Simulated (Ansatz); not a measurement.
The same molecule with X = Si, Ge, Sn. Ansatz, PBE0-D4/def2-TZVP geometries, multiplicity 2.

Elements past krypton have def2 core potentials. Scalar relativity is left out up to krypton.

```json
{"X": "Si", "molecule": "`F[Si](Cl)Br`•", "mean X–Br bond length / Å": "2.209", "mean X–Cl bond length / Å": "2.040", "mean X–F bond length / Å": "1.590", "size of the dipole moment (B3LYP/def2-TZVPP) / D": "0.82", "ideal-gas entropy at 298 K and 1 bar (rigid rotor, harmonic PBE0-D4/def2-TZVP) / J/(mol·K)": "329", "size of the dipole moment (ωB97M-V/def2-TZVPP) / D": "0.86"}
{"X": "Ge", "molecule": "`[F][Ge]([Cl])[Br]`•", "mean X–Br bond length / Å": "2.305", "mean X–Cl bond length / Å": "2.145", "mean X–F bond length / Å": "1.732", "size of the dipole moment (B3LYP/def2-TZVPP) / D": "1.53", "ideal-gas entropy at 298 K and 1 bar (rigid rotor, harmonic PBE0-D4/def2-TZVP) / J/(mol·K)": "346", "size of the dipole moment (ωB97M-V/def2-TZVPP) / D": "1.57"}
```

Question: Give the row for X = Sn, `[F][Sn]([Cl])[Br]`•. (Estimate.)

Answer: The calculation gave: 
```tsv
X	molecule	mean X–Br bond length / Å	mean X–Cl bond length / Å	mean X–F bond length / Å	size of the dipole moment (B3LYP/def2-TZVPP) / D	ideal-gas entropy at 298 K and 1 bar (rigid rotor, harmonic PBE0-D4/def2-TZVP) / J/(mol·K)	size of the dipole moment (ωB97M-V/def2-TZVPP) / D
Sn	`[F][Sn]([Cl])[Br]`•	2.484	2.328	1.917	2.37	361	2.41
```

From Si to Sn the mean X–Br bond length rises at each step, by 0.275 Å in all; the mean X–Cl bond length rises at each step, by 0.288 Å in all; the mean X–F bond length rises at each step, by 0.327 Å in all; the ideal-gas entropy at 298 K and 1 bar (rigid rotor, harmonic PBE0-D4/def2-TZVP) rises at each step, by 32 J/(mol·K) in all. Bonds lengthen as the atom grows down the group. Dipoles are sizes alone, and their direction can turn along the series.

B3LYP here is the variant with VWN-RPA as its local correlation; programs differ in this.
